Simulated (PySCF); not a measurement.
Worked example: chemical shift, span and skew from a shielding tensor

Be(F)(SMe) (CH3BeFS), SMILES [Be]([F])[S]C. Atoms are numbered in the order given.

```xyz
7

Be     0.1073    -1.0972     0.0000
F     -0.3191    -2.4223     0.0000
S      0.7172     0.6977     0.0000
C     -0.9002     1.6007     0.0000
H     -1.4876     1.3754     0.9002
H     -0.6557     2.6714     0.0000
H     -1.4876     1.3754    -0.9002
```

Coordinates come from a B3LYP-D3(BJ)/def2-SVP optimisation. One conformer was computed; it need not be the lowest.

GIAO shieldings from B3LYP/pcSseg-2 in PySCF, non-relativistic, no solvent. The symmetric part of the tensor of C4 has the principal values 157.9, 161.7, 186.7 ppm. The same nucleus in TMS has σ = 181.3 ppm at this level (PySCF, at its B3LYP-D3(BJ)/def2-TZVP geometry).

Task: Work out the isotropic shielding, the ¹³C shift against TMS, the span and the skew.

Result: 
σ(iso) = (σ11 + σ22 + σ33)/3 = 168.8 ppm. δ = σ(ref) − σ(iso) = 181.3 − (168.8) = 12.5 ppm.
Span Ω = σ33 − σ11 = 28.8 ppm. Skew κ = 3(σ(iso) − σ22)/Ω = 0.74. Tumbling in solution averages the tensor to δ; in a static solid the shielding alone would spread this spin-1/2 line over Ω.
